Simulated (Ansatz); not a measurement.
Basis sets compared for As4S6. Charge 0, multiplicity 1. Geometry r2SCAN-D4/def2-SVP. Ansatz on 4 threads of AMD EPYC 9R45 on a shared host; times are rough, and most runs start from earlier orbitals.

```xyz
10

As   -1.731   -1.502   -0.507
S    -1.861    0.413   -1.705
As   -0.241    1.940   -1.300
S    -0.319    2.364    0.921
As   -0.097    0.566    2.276
S    -1.725   -0.883    1.669
S     1.860   -0.413    1.705
As    2.069   -1.004   -0.469
S     0.319   -2.364   -0.921
S     1.725    0.883   -1.669
```

Binding counts from free atoms (As quartet, S triplet) in the same basis, without a counterpoise term.

| level | functions | energy (Eh) | HOMO (eV) | LUMO (eV) | binding per atom (eV) | wall time |
| --- | --- | --- | --- | --- | --- | --- |
| PBE-D4/def2-SVP | 236 | -11328.7601 | -6.38 | -3.45 | 3.20 | 2.3 s |
| PBE0-D4/def2-SVP | 236 | -11329.1740 | -7.64 | -2.82 | 2.96 | 4.5 s |

Estimate the rows for PBE-D4/def2-TZVP, PBE0-D4/def2-TZVP.


```tsv
level	functions	energy (Eh)	HOMO (eV)	LUMO (eV)	binding per atom (eV)	wall time
PBE-D4/def2-TZVP	414	-11330.7098	-6.40	-3.46	3.26	4.9 s
PBE0-D4/def2-TZVP	414	-11331.1195	-7.58	-2.78	3.05	14 s
```
